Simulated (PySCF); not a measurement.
Compound: C8H11B.
Numbering: `[CH3:1][B:2]([CH3:3])[c:4]1[cH:5][cH:6][cH:7][cH:8][cH:9]1` (hydrogens: H10, H11, H12 on C1; H13, H14, H15 on C3; H16 on C5; H17 on C6; H18 on C7; H19 on C8; H20 on C9)

Computed by this run: PBE0-D3(BJ)/def2-SVP geometry optimisation, gas phase (PySCF); density fitting, grid level 2; the optimiser is geomeTRIC in internal coordinates, started from a GFN2-xTB structure.

Step 0: E = -9134.9836 eV
```
atom  x, y, z in Å  |  force x, y, z in eV/Å
C1     -2.2747   -1.2052   -0.1571    0.125   0.483   0.012
B2     -1.3906    0.1027   -0.0934   -0.247   0.015  -0.022
C3     -2.0773    1.5250   -0.1379    0.056  -0.494   0.002
C4      0.1669   -0.0117    0.0126   -0.099   0.008  -0.008
C5      0.8136   -1.2534    0.0542   -0.156   0.064  -0.009
C6      2.1885   -1.3588    0.1475    0.090  -0.136   0.004
C7      2.9702   -0.2170    0.2019   -0.025   0.002  -0.009
C8      2.3623    1.0267    0.1614    0.106   0.121   0.006
C9      0.9867    1.1225    0.0688   -0.165  -0.039  -0.012
H10    -2.0004   -1.8240   -1.0111    0.198  -0.294  -0.367
H11    -3.3409   -1.0054   -0.2307   -0.418   0.117  -0.029
H12    -2.1211   -1.8260    0.7253    0.144  -0.298   0.391
H13    -1.8393    2.1045    0.7538    0.186   0.265   0.396
H14    -3.1610    1.4812   -0.2156   -0.429  -0.055  -0.031
H15    -1.7146    2.1108   -0.9821    0.239   0.268  -0.362
H16     0.2245   -2.1576    0.0113   -0.270  -0.413  -0.016
H17     2.6560   -2.3332    0.1766    0.180  -0.402   0.013
H18     4.0456   -0.2955    0.2728    0.454  -0.034   0.034
H19     2.9661    1.9226    0.2009    0.237   0.372   0.019
H20     0.5344    2.1027    0.0378   -0.206   0.451  -0.011
```

**Question.** Estimate the geometry and energy of step 1. (The exact step hangs on the optimiser's Hessian estimate; all steps are aligned on step 0, rigid shifts and turns removed.)

**Answer.** E = -9135.0358 eV, largest force 0.102 eV/Å
```
atom  x, y, z in Å  |  force x, y, z in eV/Å
C1     -2.2776   -1.2081   -0.1567   -0.059  -0.068  -0.005
B2     -1.4050    0.1032   -0.0956    0.043  -0.002   0.006
C3     -2.0785    1.5278   -0.1387   -0.051   0.076  -0.005
C4      0.1606   -0.0113    0.0109   -0.037   0.001  -0.003
C5      0.8047   -1.2617    0.0530   -0.027  -0.051  -0.003
C6      2.1890   -1.3695    0.1466    0.011  -0.049   0.000
C7      2.9708   -0.2167    0.2008    0.101  -0.008   0.007
C8      2.3638    1.0376    0.1614    0.018   0.048   0.000
C9      0.9786    1.1321    0.0677   -0.018   0.054  -0.001
H10    -1.9833   -1.8364   -1.0174    0.012   0.029   0.028
H11    -3.3585   -1.0211   -0.2312    0.004   0.003   0.000
H12    -2.1045   -1.8380    0.7352    0.017   0.029  -0.026
H13    -1.8195    2.1121    0.7634    0.013  -0.032  -0.026
H14    -3.1748    1.5000   -0.2174    0.004  -0.003   0.000
H15    -1.6936    2.1203   -0.9889    0.008  -0.031   0.028
H16     0.2063   -2.1766    0.0110    0.012   0.029   0.001
H17     2.6628   -2.3546    0.1771   -0.009   0.022   0.000
H18     4.0597   -0.2962    0.2741   -0.037   0.003  -0.002
H19     2.9750    1.9434    0.2037   -0.012  -0.021   0.000
H20     0.5187    2.1244    0.0378    0.008  -0.030   0.001
```

The energy changes by -0.0522 eV. The first-order estimate −F·Δx gives -0.1072 eV and the mean of the old and new forces, exact on a quadratic surface, -0.0527 eV. The step makes an angle of 43° with the force vector and moves no atom by more than 0.027 Å.

What follows is the cost of the whole optimisation. On one thread, Arm Neoverse V2 (aarch64) (shared host), this took 62 s and 0.88 GiB of memory at its peak.
